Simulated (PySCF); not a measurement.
A GIAO shielding run with PySCF 2.14 (density fitting, non-relativistic, gas phase) on SMILES C(#C)C[C@@H]1C[SiH2][Si@@H](N)N1, C$_{5}$H$_{12}$N$_{2}$Si$_{2}$:

```
$ OMP_NUM_THREADS=1 python probes_run.py task.json out

{"job": {"kind": "nmr", "xc": "PBE0", "basis": "pcSseg-1"}, "charge": 0, "multiplicity": 1}
C      2.896333     1.770444     1.266399
C      2.438042     0.875168     0.617492
C      1.827388    -0.210773    -0.116566
C      0.577199    -0.741734     0.620815
C     -0.084009    -1.861374    -0.190363
Si    -1.160199    -1.080426    -1.570172
Si    -1.332590     0.919013    -0.430922
N     -2.759517     1.522422     0.332459
N     -0.388197     0.305445     0.876535
H      3.319542     2.557216     1.815844
H      2.554564    -1.018576    -0.237832
H      1.528988     0.144800    -1.106862
H      0.907933    -1.137744     1.593185
H     -0.729192    -2.431118     0.480208
H      0.678248    -2.550410    -0.552817
H     -2.320213    -1.953640    -1.804277
H     -0.394770    -1.083525    -2.828537
H     -0.814900     2.114995    -1.122146
H     -3.241150     0.924813     0.984305
H     -3.425079     2.019293    -0.234079
H     -0.087341     0.932655     1.606860
```

Hardware: 1 thread of an Intel Xeon, shared host. The job also computes population analyses, field gradients, ring-centre shieldings.

Problem. How large is the calculation?

Solution. 84 electrons, 227 basis functions and 1213 auxiliary functions.

Problem. How long does it take, and how much memory does it need?

Solution. 2.3 min of wall time, with 14 SCF cycles and 5 response iterations; peak memory 1.1 GiB. Times on a shared host scatter by some tens of per cent.
